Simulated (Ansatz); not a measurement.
The cluster HfO3H2⁺. Charge 1, multiplicity 2. Geometry B3LYP-D4/def2-TZVP, that of the neutral singlet; atoms count from 1.

```xyz
6

Hf   -0.041    0.339    0.204
O    -0.324   -0.753    1.784
O    -1.610   -0.453    1.028
O     0.768   -0.325   -1.437
H     0.213    2.182    0.506
H     0.994   -0.991   -2.085
```

In the def2 sets Hf takes a core potential; there is no spin–orbit coupling. The structure holds one bond between oxygen atoms, so isomers without such links may lie far lower. The structure comes from a short search, and lower isomers may exist.

Problem. Estimate the Mulliken populations from the PBE0/def2-TZVP orbitals of Ansatz.

Solution. 
```json
{"atom": "Hf1", "charge (e)": "1.38", "spin (α − β)": "-0.05", "d electrons": "1.63"}
{"atom": "O2", "charge (e)": "-0.05", "spin (α − β)": "0.51", "d electrons": "–"}
{"atom": "O3", "charge (e)": "-0.05", "spin (α − β)": "0.51", "d electrons": "–"}
{"atom": "O4", "charge (e)": "-0.62", "spin (α − β)": "0.04", "d electrons": "–"}
{"atom": "H5", "charge (e)": "-0.05", "spin (α − β)": "0.00", "d electrons": "–"}
{"atom": "H6", "charge (e)": "0.38", "spin (α − β)": "0.00", "d electrons": "–"}
```
Mulliken values and Mayer orders depend strongly on the basis.

Problem. Where does the spin sit?

Solution. Summed by element: Hf -0.05, O 1.06, H 0.00, of 1 unpaired in all. Largest on single atoms: O3 0.51, O2 0.51, Hf1 -0.05.

Problem. And the Mayer bond orders between bonded heavy atoms (over 0.3)?

Solution. Hf1–O2 0.77 (1.94 Å); Hf1–O3 0.77 (1.94 Å); Hf1–O4 1.20 (1.95 Å); O2–O3 1.27 (1.52 Å).
